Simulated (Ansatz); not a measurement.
Results of the Gaussian-basis code of Ansatz.

A structure relaxed at PBE0-D4/def2-TZVP, charge 0, multiplicity 1:

Cartesian coordinates in Å:
```
C 0.363 1.513 0.767
N 0.370 0.119 0.404
B -0.445 -0.477 -0.575
N -0.391 -1.853 -0.886
H 0.097 1.666 1.819
H 1.334 1.991 0.593
H -0.377 2.035 0.159
H 1.030 -0.438 0.922
H -1.222 0.217 -1.173
H 0.222 -2.514 -0.443
H -0.981 -2.259 -1.587
```

Q: Give its formula and SMILES.

A: CH7BN2, `CNBN`.

Q: Point group (tolerance 0.08 Å, 0.16 Å for H)?

A: Cs.

Q: Summarise the bond lengths by kind.

A: 1 × C–N 1.440 Å; 3 × C–H 1.091 to 1.096 Å; 2 × B–N 1.407 to 1.411 Å; 3 × H–N 1.002 to 1.008 Å; 1 × B–H 1.201 Å.
